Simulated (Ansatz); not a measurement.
Reaction (formal exchange of groups at a C–N bond): `N[SiH2]NCO` + `C=C=C` → `C=C=CCO` + `N[SiH2]N`

Calculated with Ansatz (gas phase, PBE0-D4/def2-TZVP geometries, no zero-point term in ΔE). CBS: MP2 limit from def2 TZ/QZ plus the TZ coupled-cluster correction, frozen cores. This one scheme is used for every species. Functionals use def2-TZVPP. B3LYP here is the variant with VWN-RPA as its local correlation; programs differ in this. One conformer a species, not always the lowest.

(1) Is it downhill or uphill in electronic energy at CCSD(T)/CBS, and by how much? (An estimate is asked.)

(2) What do these levels give: PBE0-D4, B3LYP-D4, ωB97X-V, PBE, PBE0, B3LYP, SCS-MP2/def2-TZVPP, HF/def2-QZVPP, MP2/def2-QZVPP, SCS-MP2/def2-QZVPP, HF/CBS(def2), CCSD/CBS(def2)? (Estimate.)

Largest T1 diagnostic among the species: 0.012.

## Answers

(1) Computed: Downhill: ΔE = -18.6 kJ/mol.

(2) Ansatz gave: PBE0-D4 -16.1, B3LYP-D4 -14.6, ωB97X-V -14.6, PBE -16.8, PBE0 -17.2, B3LYP -16.4, SCS-MP2/def2-TZVPP -18.3, HF/def2-QZVPP -16.7, MP2/def2-QZVPP -21.2, SCS-MP2/def2-QZVPP -19.8, HF/CBS(def2) -16.8, CCSD/CBS(def2) -18.6 kJ/mol.
